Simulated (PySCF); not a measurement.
This script is equivalent to a calculation on Pd (palladium, neutral).

```python
from pyscf import gto, scf, dft, mp, cc
import basis_set_exchange as bse
txt = bse.get_basis("def2-SVP", elements=["Pd"], fmt="nwchem", header=False)
cut = txt.index("\nECP")
mol = gto.M(atom="Pd 0 0 0", charge=0, spin=0, symmetry="D2h",
            basis=gto.basis.parse(txt[:cut]),
            ecp={"Pd": gto.basis.parse_ecp(txt[cut:])})
mf = dft.UKS(mol, xc="PBE0")
mf.irrep_nelec = {'Ag': (3, 3), 'B1g': (1, 1), 'B2g': (1, 1), 'B3g': (1, 1), 'B1u': (1, 1), 'B2u': (1, 1), 'B3u': (1, 1)}
mf.kernel()
```

Q: What total energy does it give?

A: -127.825 hartree (calculated).

Q: Which occupied shell lies highest, and where?

A: 4d, at -5.096 eV.

Energies and moments cover only the electrons outside the core potential.
